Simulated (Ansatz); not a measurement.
Isomers of C₂H₅BrSi, relaxed with PBE0-D4/def2-TZVP in Ansatz; electronic energies, one conformer each and not always the lowest. Functionals use def2-TZVPP; CBS adds triple-zeta CCSD(T) − MP2 to the MP2 limit of def2-TZVPP and def2-QZVPP.

Outer-core shells of Br are correlated without core-valence functions. Scalar relativity is left out up to krypton. Spin–orbit coupling is left out.

Task: Order them by energy at frozen-core CCSD(T)/CBS, lowest first. (An estimate is asked.)
A. `[SiH3]/C=C/Br`
B. `C=C[SiH2]Br`
C. `Br[SiH]1CC1`

Result: B (0.0 kcal/mol), C (10.0 kcal/mol), A (34.6 kcal/mol).

Task: How do PBE0-D4, B2PLYP, MP2/CBS(def2), r2SCAN-D4 place them (kcal/mol, against `C=C[SiH2]Br`)? (Estimate.)

Result: Computed: 
```csv
isomer,PBE0-D4,B2PLYP,MP2/CBS(def2),r2SCAN-D4
`[SiH3]/C=C/Br`,33.4,33.2,35.1,33.1
`Br[SiH]1CC1`,5.5,10.6,7.6,6.4
```
